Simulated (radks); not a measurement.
Values are calculated unless marked as measured or tabulated.
W4+, configuration [Xe] 4f14 5d2. Level of theory: scalar-relativistic Kohn-Sham, LDA (Slater exchange, Perdew-Wang correlation), spin-polarised, spherical densities, finite nucleus; open shells are filled with parallel spins first (spin-orbit coupling, left out, can overturn this in heavy ions); Fermi nuclear charge, rms radius 5.3658 fm (a radial shooting solver on a logarithmic mesh with Libxc functionals). Some entries of the table are withheld. Estimate them.

orbital,occ.,eigenvalue (eV),<r^2> (bohr^2),<r> (bohr)
1s down,1,-69455.53,0.0004637,0.01836
1s up,1,-69455.53,0.0004637,0.01836
2s up,1,-12026.35,0.007130,0.07762
2s down,1,-12026.24,0.007130,0.07762
2p up,3,-10530.39,0.005895,0.06946
2p down,3,-10530.29,0.005895,0.06946
3s up,1,-2802.889,0.04631,0.2013
3s down,1,-2802.842,0.04631,0.2013
3p up,3,-2359.677,0.04704,0.2014
3p down,3,-2359.626,0.04704,0.2014
3d up,5,-1848.087,0.03900,0.1824
3d down,5,-1848.008,0.03900,0.1824
4s up,1,-612.2358,0.2285,0.4499
4s down,1,-612.1276,0.2285,0.4499
4p up,3,-466.7257,0.2603,0.4783
4p down,3,-466.6163,0.2603,0.4783
4d up,5,-282.0304,0.3035,0.5116
4d down,5,-281.8948,0.3032,0.5115
5s up,1,-122.8881,1.260,1.060
5s down,1,-121.8814,1.252,1.056
5p up,3,-86.4976,1.690,1.224
5p down,3,-85.2199,1.677,1.219
4f up,7,-77.2045,(1),0.6058
4f down,7,-76.9379,(2),0.6032
5d up,2,-44.5358,3.147,1.659
5d down,0,-42.9500,3.159,1.660

Answer. 
(1) 4f up <r^2> (bohr^2): 0.4593
(2) 4f down <r^2> (bohr^2): 0.4544
